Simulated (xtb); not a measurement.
xtb input:

```bash
xtb mol.xyz --gfn 2 --ohess tight --chrg -1 --uhf 0
```
mol.xyz:
```
16

C     -0.33383588    -1.64115265    -1.63089160
Sn    -0.07919318    -0.08701006    -0.16808331
C     -0.15626352     1.90922058    -1.10920967
C     -1.63147125    -0.28074307     1.42909742
C      1.88596367    -0.35023232     0.83106980
H     -0.67737834    -2.58184162    -1.22485775
H      0.60005040    -1.85825406    -2.18351321
H      0.45178306     2.61716723    -0.58606484
H     -1.20857668     2.28943964    -1.16566213
H      0.17268492     1.84723979    -2.15565455
H     -2.58937477    -0.25244744     0.91847615
H     -1.48424004    -1.20667240     1.93342406
H     -1.58394857     0.59569965     2.12018973
H      2.16259015    -1.33873897     0.77827900
H      2.64054390     0.24861576     0.25803414
H      1.82735099     0.00182747     1.86724539
```

**Question.** What final total energy does it print?

**Answer.** -16.34103 Eh (GFN2-xTB).

It need not be the lowest isomer of its formula. Whether it binds its extra electron was not tested at this geometry.
